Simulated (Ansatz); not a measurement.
H$_{2}$N (SMILES [NH2-]), charge -1, singlet, geometry from GFN2-xTB (a gas-phase anion, which may not be bound at this level). Base run: SVWN5/6-31G** run with Ansatz (a program for electronic structure).

Geometry (Å):
```xyz
3

N     -0.0019     0.1053     0.1052
H      0.8170    -0.3363    -0.3862
H     -0.8040    -0.4005    -0.3506
```
Charge -1, spin multiplicity 1.
All else is at Ansatz's defaults.
Base energy -55.36945 Eh.

Variants of this job, named by their change:

| change | ΔE vs base (kcal/mol) |
|---|---|
| base | 0.000 |
| final_grid = 6, 12, 29 | 0.000 |
| final_grid = 14, 28, 59 | 0.000 |
| fitting.mean_field = def2-universal-JKFIT | -0.012 |
| point_charge = charge:0.5 position_ang:-2.7571, -0.735, -2.8296 | -39.57 |
| point_charge = charge:1.0 position_ang:1.2592, -0.1773, -3.8409 | -78.8 |
| point_charge = charge:-1.0 position_ang:2.7374, 2.1614, 1.0773 | 92.9 |
| nuclear_model = gaussian | 0.004 |
| final_grid = 4, 8, 17 | 0.028 |
| forces = on | 0.000 |
| final_grid = 10, 20, 41 | 0.000 |

A gas-phase anion may not be bound at this level; its values then depend on the basis.
